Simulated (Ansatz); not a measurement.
Cost and result for the atomization energy of C₃H₆AlF (`C/[C]([AlH2])=C\F`) (11 atoms, 10 bonds).

| atom | x (Å) | y (Å) | z (Å) |
| --- | --- | --- | --- |
| C1 | 0.627 | -0.176 | -1.332 |
| C2 | -0.113 | 0.020 | -0.039 |
| Al3 | 0.670 | -0.050 | 1.731 |
| C4 | -1.420 | 0.266 | -0.012 |
| F5 | -2.181 | 0.361 | -1.115 |
| H6 | 1.431 | 0.558 | -1.436 |
| H7 | -0.025 | -0.090 | -2.203 |
| H8 | 1.105 | -1.159 | -1.362 |
| H9 | 2.220 | -0.334 | 1.918 |
| H10 | -0.295 | 0.186 | 2.969 |
| H11 | -2.020 | 0.418 | 0.880 |

Charge 0, multiplicity 1. The geometry is a stationary point of PBE0-D4/def2-TZVP. Program: Ansatz. All runs use 4 threads of an Arm Neoverse V1 on a shared host. Times are those of one run each, without the atoms' runs, and a repeat can differ threefold. Electronic energies, without spin–orbit coupling; frozen cores. CCSD(T)/CBS adds CCSD(T) − MP2 in def2-TZVPP to the MP2 limit, and its time is that of the two runs behind it. T1 = 0.012. B3LYP takes the VWN-RPA correlation (the form of Gaussian; ORCA's B3LYP/G).

CCSD(T)/CBS is a level of theory with its own doubt, some kJ/mol a heavy atom from the limit and from the frozen cores, so smaller differences don't rank the functionals.

```json
{"level": "PBE-D4/def2-TZVPP (with forces)", "functions": "250", "wall time": "2.5 s", "atomization (kJ/mol)": "4164.9", "difference from CCSD(T)/CBS": "91.3", "per bond": "9.1"}
{"level": "PBE0-D4/def2-TZVPP", "functions": "250", "wall time": "2.7 s", "atomization (kJ/mol)": "4091.7", "difference from CCSD(T)/CBS": "18.1", "per bond": "1.8"}
{"level": "B3LYP-D4/def2-TZVPP (with forces)", "functions": "250", "wall time": "4.2 s", "atomization (kJ/mol)": "4077.7", "difference from CCSD(T)/CBS": "4.1", "per bond": "0.4"}
{"level": "r2SCAN-D4/def2-TZVPP (with forces)", "functions": "250", "wall time": "4.7 s", "atomization (kJ/mol)": "4096.2", "difference from CCSD(T)/CBS": "22.6", "per bond": "2.3"}
{"level": "B2PLYP/def2-TZVPP", "functions": "250", "wall time": "4.8 s", "atomization (kJ/mol)": "4037.1", "difference from CCSD(T)/CBS": "-36.5", "per bond": "-3.7"}
{"level": "ωB97X-V/def2-TZVPP", "functions": "250", "wall time": "7.5 s", "atomization (kJ/mol)": "4085.6", "difference from CCSD(T)/CBS": "12.0", "per bond": "1.2"}
{"level": "ωB97M-V/def2-TZVPP (with forces)", "functions": "250", "wall time": "11 s", "atomization (kJ/mol)": "4088.5", "difference from CCSD(T)/CBS": "14.9", "per bond": "1.5"}
{"level": "MP2/def2-QZVPP", "functions": "478", "wall time": "21 s", "atomization (kJ/mol)": "4101.5", "difference from CCSD(T)/CBS": "27.9", "per bond": "2.8"}
{"level": "CCSD(T)/def2-TZVPP", "functions": "250", "wall time": "2.1 min", "atomization (kJ/mol)": "3977.7", "difference from CCSD(T)/CBS": "-95.9", "per bond": "-9.6"}
{"level": "CCSD(T)/CBS(def2)", "functions": "–", "wall time": "2.4 min", "atomization (kJ/mol)": "4073.6", "difference from CCSD(T)/CBS": "0.0", "per bond": "0.0"}
```

From PBE to PBE0 (25 % exact exchange), in def2-TZVPP and without D4, the atomization energy moves by −70.1 kJ/mol: exact exchange takes away binding that semilocal exchange gives to molecules. The D4 term adds +32.5 kJ/mol with B3LYP and +17.0 kJ/mol with PBE0; it sums over pairs of atoms, weighted by their polarisabilities, and B3LYP, whose exchange is more repulsive, gets the larger term. In def2-TZVPP, CCSD(T) changes the Hartree–Fock value by +957.7 kJ/mol (the triples alone add +60.6 kJ/mol) and MP2 by +1024.7 kJ/mol; breaking electron pairs costs correlation energy, which Hartree–Fock lacks.
